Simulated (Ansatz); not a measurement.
`[CH3][AlH][SiH3]` and `[CH3][AlH][TeH]` differ in one atom or group.

Ansatz, PBE0-D4/def2-TZVP geometries, multiplicity 1. 

Elements past krypton have def2 core potentials.

| property | `[CH3][AlH][SiH3]` |
| --- | --- |
| size of the dipole moment (PBE/def2-TZVPP) / D | 1.05 |
| HOMO energy (ωB97M-V/def2-TZVPP) / eV | -9.35 |
| LUMO energy (B3LYP/def2-TZVPP) / eV | -1.93 |
| LUMO energy (ωB97M-V/def2-TZVPP) / eV | -0.12 |
| HOMO energy (PBE/def2-TZVPP) / eV | -6.27 |
| HOMO energy (PBE0/def2-TZVPP) / eV | -7.35 |

(1) Give the same properties after the change, and the shifts. (An estimate is asked.)

Results:

(1) The calculation gave: 
| property | `[CH3][AlH][TeH]` | shift |
| --- | --- | --- |
| size of the dipole moment (PBE/def2-TZVPP) / D | 0.99 | -0.06 |
| HOMO energy (ωB97M-V/def2-TZVPP) / eV | -8.72 | 0.63 |
| LUMO energy (B3LYP/def2-TZVPP) / eV | -1.37 | 0.56 |
| LUMO energy (ωB97M-V/def2-TZVPP) / eV | 0.41 | 0.53 |
| HOMO energy (PBE/def2-TZVPP) / eV | -5.72 | 0.55 |
| HOMO energy (PBE0/def2-TZVPP) / eV | -6.69 | 0.66 |

With PBE0 the HOMO rises by 0.66 eV and the LUMO rises by 0.54 eV, so the gap narrows by about 0.12 eV. PBE moves the HOMO by 0.55 eV and ωB97M-V by 0.63 eV. Dipoles are sizes alone; their direction can turn.

B3LYP here is the variant with VWN-RPA as its local correlation; programs differ in this.
